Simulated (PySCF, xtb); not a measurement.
Si(H)2(Me)2 (C2H8Si), SMILES C[SiH2]C.

Harmonic wavenumbers (cm⁻¹) from GFN2-xTB (xtb) at its own minimum, in rising order: 117, 133, 188, 447, 568, 668, 702, 764, 782, 806, 845, 847, 847, 1374, 1377, 1488, 1492, 1492, 1497, 2204, 2217, 3031, 3033, 3035, 3038, 3043, 3045.

Q: What does r2SCAN-D4/def2-SVP run with PySCF give at its own minimum? (The exact figures need the calculation; the answer reports its results.)

A: 163, 181, 204, 457, 572, 627, 655, 725, 850, 872, 888, 917, 954, 1253, 1259, 1427, 1428, 1436, 1440, 2197, 2200, 3034, 3034, 3137, 3138, 3142, 3143. Paired by order, the mean absolute difference is 56 cm⁻¹ and the zero-point energies are 55.9 and 56.2 kcal/mol.
